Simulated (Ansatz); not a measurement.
CH5BrFNSi, singlet, geometry from GFN2-xTB, with bond 7-1 at 1.8 times its length; SC-NEVPT2/STO-3G, CASSCF(2,4) (Ansatz, a program for electronic structure).

Here is a job for Ansatz.
Ansatz 0.2 input:
```yaml
crystal:
  periodic: [false, false, false]
  atoms:
    - {symbol: C, position_ang: [1.93848248, 0.89216253, 0.83387227]}
    - {symbol: Si, position_ang: [0.29239908, -0.02662274, 0.76294155]}
    - {symbol: N, position_ang: [-0.99822599, 0.41800885, 1.78673112]}
    - {symbol: F, position_ang: [0.56860362, -1.57144590, 1.10229771]}
    - {symbol: Br, position_ang: [-0.51965711, 0.04470897, -1.28691519]}
    - {symbol: H, position_ang: [1.82406105, 1.94109795, 0.57398438]}
    - {symbol: H, position_ang: [3.23473698, 0.11678247, -0.41034110]}
    - {symbol: H, position_ang: [2.36924389, 0.84204877, 1.83030389]}
    - {symbol: H, position_ang: [-0.98164750, 0.17743663, 2.76219228]}
    - {symbol: H, position_ang: [-1.53661516, 1.24990128, 1.62069575]}
basis:
  gaussian:
    orbitals: STO-3G
magnetization: {spin_polarized: false}
correlation: {method: sc_nevpt2, electrons: all, active_space: {window: {electrons: 2, orbitals: 4}}}
```

Write the output that Ansatz gives for this input, abridged.


```
Functional definition: HF
553 factors; integrals over basis functions are off by at most 3.1e-5 eV
mean field evaluation 1: about -82236.3456 eV, gradient 2.7e1 eV
mean field evaluation 2: about -82236.4256 eV, gradient 2.7e1 eV
mean field evaluation 4: about -82239.6975 eV, gradient 2.9e0 eV
mean field evaluation 8: about -82239.7357 eV, gradient 3.4e-2 eV
mean field -82239.73566491 eV, -3022.2545415906 hartree, gradient 1.7e-6 eV, S^2 0.000000; 0 other end points of the search recorded, 0 dependent functions left out; unrestricted orbitals would lower it
reference -82239.73566491 eV, -3022.2545415906 hartree; 38, 38 occupied and 9, 9 virtual orbitals, 553 factors
state -82242.09306864 eV, -3022.3411745796 hartree
state -82242.09306864 eV, -3022.3411745796 hartree; corrected -82245.79482978 eV, -3022.4772117923 hartree
WARN: 2 active orbitals are nearly empty or full. The corrections depend on them more than the energy does, and are more stable in an active space without them
Total energy: -82245.79482978 eV, -3022.4772117923 hartree
```
